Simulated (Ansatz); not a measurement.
Two structures of BH2BrOF2, closed shell, reached by relaxing down either side of one saddle point (PBE0-D4/def2-TZVP). Energies are electronic, without zero-point energy. Computed with Ansatz 0.2.0 (basis: def2-TZVPP and def2-QZVPP); correlated methods freeze the cores. Filled d shells of the heavier atoms are correlated. The def2 sets are not built for correlating such inner shells, so the correlated values are less sure here. Extrapolation: Hartree–Fock as exp(−7.88 √X), correlation as X^−2.97. First:

| atom | x (Å) | y (Å) | z (Å) |
| --- | --- | --- | --- |
| B1 | -0.4740 | 0.9140 | -0.7068 |
| O2 | 0.3577 | -0.0909 | -0.3506 |
| F3 | -0.3325 | 1.5622 | -1.8511 |
| F4 | -1.4477 | 1.2541 | 0.1066 |
| H5 | 0.3556 | -1.2374 | 1.3426 |
| Br6 | 0.4978 | -2.1220 | 2.4562 |
| H7 | 1.0432 | -0.2799 | -0.9969 |

Second:

```
7
angstrom
B -0.6691 0.1956 -0.0246
O 1.0184 0.2668 -0.0455
F -0.9516 0.0263 -1.3314
F -1.0431 1.3478 0.5344
H 1.3346 -0.3364 0.6445
Br -1.0079 -1.4240 1.1212
H 1.3187 -0.0761 -0.8987
```

Which bonds change from the first to the second?

BHOF₂ ([OH][B]([F])[F]) + HBr → BBrF₂ ([F][B]([F])[Br]) + H₂O (still joined by a long B–O bond); bonds formed: B1–Br6, O2–H5; bonds broken: H5–Br6; bonds weakened to dative contacts: B1–O2.

Give the saddle point's structure and its height above each. (Judge from chemistry; the value comes from the calculation.)

Computed: 1.070 eV above the first and 0.695 eV above the second (CCSD(T) at an estimated basis limit (MP2 extrapolated from triple and quadruple zeta, plus CCSD(T) − MP2 in triple zeta)).
```json
{"atom": "B1", "x (Å)": "-0.4953", "y (Å)": "0.4288", "z (Å)": "-0.2045"}
{"atom": "O2", "x (Å)": "0.9676", "y (Å)": "0.3067", "z (Å)": "-0.0471"}
{"atom": "F3", "x (Å)": "-0.9754", "y (Å)": "0.0600", "z (Å)": "-1.3780"}
{"atom": "F4", "x (Å)": "-1.0560", "y (Å)": "1.3887", "z (Å)": "0.4916"}
{"atom": "H5", "x (Å)": "0.7495", "y (Å)": "-0.6159", "z (Å)": "0.7026"}
{"atom": "Br6", "x (Å)": "-0.5703", "y (Å)": "-1.5330", "z (Å)": "1.2873"}
{"atom": "H7", "x (Å)": "1.3799", "y (Å)": "-0.0354", "z (Å)": "-0.8520"}
```

T1 diagnostic: at most 0.011.

Labels in which every atom is bracketed show which atoms are joined, not bond orders.

For scale, one of the runs: CCSD(T)/def2-TZVPP, 200 basis functions, launched by `ansatz run in.yaml --threads 4 --pin off --events-out ev --progress --plain --max-ram 9574MiB`. Time: 5.1 min of wall clock on 4 CPU threads of an AMD EPYC; the host was shared. Peak host memory: 2.8 GiB.
